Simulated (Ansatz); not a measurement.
Relaxation of CH9PSn (12 atoms, charge 0, multiplicity 1), to a largest force component of 0.03 eV/Å in at most 50 steps.

Theory: RKS PBE-D4/def2-SVP in Ansatz 0.2.0.

```xyz
12
Properties=species:S:1:pos:R:3
Sn 0.204 -0.041 -0.079
H 0.129 -0.104 1.656
C 2.250 0.015 -0.811
H 2.671 -1.010 -0.820
H 2.274 0.425 -1.839
H 2.872 0.654 -0.153
H -0.668 1.373 -0.567
H -0.601 -1.439 -0.707
P -3.093 0.237 1.504
H -2.982 -0.743 0.457
H -3.522 -0.762 2.462
H -1.717 0.083 1.865
```

Q: Where does it end, and by what steps?

A: It converged. The force dipped under the threshold on the way, but the program's further checks kept it going. After 22 steps the energy has fallen by 0.176 eV; H12 moved furthest, 0.98 Å.

| step | energy less start (eV) | largest force component (eV/Å) | accepted |
| --- | --- | --- | --- |
| 0 | 0.0000 | 0.559 | yes |
| 1 | -0.0994 | 0.162 | yes |
| 2 | -0.1427 | 0.070 | yes |
| 3 | -0.1550 | 0.061 | yes |
| 4 | -0.1452 | 0.261 | no |
| 5 | -0.1587 | 0.014 | yes |
| 6 | -0.1612 | 0.124 | yes |
| 7 | -0.1625 | 0.101 | yes |
| 8 | -0.1593 | 0.187 | no |
| 9 | -0.1642 | 0.044 | yes |
| 10 | -0.1629 | 0.066 | no |
| 11 | -0.1653 | 0.027 | yes |
| 12 | -0.1660 | 0.036 | yes |
| 13 | -0.1667 | 0.070 | yes |
| 14 | -0.1670 | 0.162 | yes |
| 15 | -0.1681 | 0.092 | yes |
| 16 | -0.1699 | 0.007 | yes |
| 17 | -0.1699 | 0.231 | no |
| 18 | -0.1712 | 0.057 | yes |
| 19 | -0.1722 | 0.090 | yes |
| 20 | -0.1731 | 0.171 | yes |
| 21 | -0.1745 | 0.104 | yes |
| 22 | -0.1762 | 0.029 | yes |

```xyz
12
Properties=species:S:1:pos:R:3
Sn 0.353 -0.104 -0.001
H 0.487 -0.327 1.710
C 2.326 -0.037 -0.904
H 2.864 -0.985 -0.721
H 2.235 0.119 -1.996
H 2.903 0.799 -0.466
H -0.487 1.377 -0.308
H -0.559 -1.414 -0.668
P -3.628 -0.009 1.733
H -3.200 -0.199 0.371
H -3.043 -1.258 2.152
H -2.435 0.727 2.065
```

Whether the end is a true minimum wasn't checked by a vibrational analysis.

Time of the run: 36 s on 2 threads of Arm Neoverse V2 (shared host), peak memory 0.14 GiB.
